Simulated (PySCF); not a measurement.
C₄H₆O₂, SMILES C=CC(=O)OC. Atoms are numbered in the order given.

```xyz
12

C      2.4523    -0.4306     0.1299
C      1.1963    -0.8476    -0.0558
C      0.0594     0.1072     0.0251
O      0.1459     1.2912     0.2539
O     -1.1124    -0.5224    -0.1932
C     -2.2787     0.2951    -0.1402
H      2.6509     0.6235     0.3439
H      3.2995    -1.1182     0.0740
H      0.9492    -1.8899    -0.2718
H     -2.3781     0.7715     0.8472
H     -2.2351     1.0887    -0.9018
H     -3.1298    -0.3699    -0.3306
```
Charge 0, spin multiplicity 1.

Geometry: B3LYP-D3(BJ)/def2-SVP. The values are those of a single conformer.

These are M06-2X/def2-TZVP (PySCF) values and carry that method's errors.

Atomic charges (e):

```
atom  Löwdin    IAO
----  ------  -----
C1     -0.13  -0.24
C2     -0.18  -0.20
C3       ___   0.54
O4      0.10  -0.49
O5      0.23  -0.36
C6       ___  -0.20
H7       ___   0.17
H8       ___   0.16
H9       ___   0.16
H10     0.12   0.15
H11     0.12   0.15
H12     0.12   0.16
```

### Question
What belongs in the gaps? (The exact figures need the calculation; the answer reports its results.)

### Answer

- C3, Löwdin: -0.47
- C6, Löwdin: -0.32
- H7, Löwdin: 0.14
- H8, Löwdin: 0.13
- H9, Löwdin: 0.15

Computed Mayer and Wiberg (Löwdin basis) orders of the bonds:
```json
[
 {"bond": "C1–C2", "Mayer": "1.87", "Wiberg": "2.14"},
 {"bond": "C2–C3", "Mayer": "1.01", "Wiberg": "1.18"},
 {"bond": "C3–O4", "Mayer": "2.00", "Wiberg": "2.63"},
 {"bond": "C3–O5", "Mayer": "1.14", "Wiberg": "1.66"},
 {"bond": "O5–C6", "Mayer": "0.89", "Wiberg": "1.40"},
 {"bond": "C1–H7", "Mayer": "0.95", "Wiberg": "0.88"},
 {"bond": "C1–H8", "Mayer": "0.97", "Wiberg": "0.89"},
 {"bond": "C2–H9", "Mayer": "0.94", "Wiberg": "0.83"},
 {"bond": "C6–H10", "Mayer": "0.97", "Wiberg": "0.93"},
 {"bond": "C6–H11", "Mayer": "0.97", "Wiberg": "0.93"},
 {"bond": "C6–H12", "Mayer": "0.97", "Wiberg": "0.94"}
]
```
